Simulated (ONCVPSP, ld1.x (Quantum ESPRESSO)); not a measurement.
**Potentials for nickel compared**

Generated with ld1.x 7.5 (TM, RRKJ, ultrasoft, PAW), atompaw 4.2 or ONCVPSP 4.0.1. The cutoff is in Ry: for ld1.x and atompaw files where the sum of valence levels is converged to 10 mRy in a Bessel basis, for ONCV files where the hardest occupied wave has 1 mHa per electron of residual kinetic energy. The error is the largest all-electron minus pseudo excitation energy over each file’s own four to seven test configurations (ionisations up to +4, promotions, holes and added fractions of an electron), all of which were solved. The labels leave out finer settings (local radius, basis sizes, second energies), which also bear on the numbers. Spin-polarised tests are not counted. The rows are a selection from randomly drawn settings: files with unsolved tests, undetermined cutoffs or missed reference levels are left out.

```csv
potential,cutoff (Ry),largest error (meV),bound ghosts
"ONCV, BLYP, fully relativistic, rc 2.00/1.25/1.30 (spd), local smoothed, core correction no, reference 3p6 3d8 4s1, qcut 3.3/12.7/14.7, projectors 2/2/2",142,+77,none
"ONCV, LDA (Perdew-Zunger), scalar-relativistic, rc 0.90/0.90/1.30 (spd), local smoothed, core correction no, reference 3s2 3p6 3d7, qcut 15.2/18.4/13.9, projectors 2/2/2",169,+28,none
"ONCV, PBE, scalar-relativistic, rc 1.20/1.10/0.90/1.05 (spdf), local smoothed, core correction no, reference 3s2 3p6 3d8 4s0.5, qcut 8.6/15.3/20.6/11.9, projectors 2/2/2/2",278,-105,none
"ONCV, PBE, scalar-relativistic, rc 1.10/1.30/1.05 (spd), local smoothed, core correction yes, reference 3s2 3p6 3d8 4s1.5 4p0.5, qcut 14.5/8.2/13, projectors 2/2/1",144,-11,none
"ONCV, PW91, scalar-relativistic, rc 2.30/2.05/1.50 (spd), local d, core correction no, reference 3d8 4s1 4p1, qcut 2.3/4.8/9.5, projectors 3/2/0",79,+35,none
"ONCV, PBE, scalar-relativistic, rc 1.40/1.15/1.05 (spd), local smoothed, core correction yes, reference 3s2 3p6 3d8 4s2, qcut 10.1/15/12.3, projectors 3/3/2",141,-4.8,none
"ONCV, PBE, scalar-relativistic, rc 1.15/0.70/0.80 (spd), local smoothed, core correction no, reference 3s2 3p6 3d8 4s2, qcut 11.5/13.3/14.2, projectors 2/2/2",293,-4.8,none
```

(1) Fill in the row for Ni: RRKJ, PBEsol, scalar-relativistic, rc 0.65/1.20/1.50 (spd), local s, core correction yes, reference 3s2 3p6 3d7 4s0 4p0.

(2) Fill in the row for Ni: ONCV, PBE, scalar-relativistic, rc 1.10/1.05/1.05 (spd), local d, core correction yes, reference 3s2 3p6 3d8 4s1.5, qcut 10/13.2/17.5, projectors 3/1/0.

## Answers

(1) cutoff 260 Ry, largest error -129 meV, bound ghosts: none.

(2) cutoff 204 Ry, largest error -132 meV, bound ghosts: none.
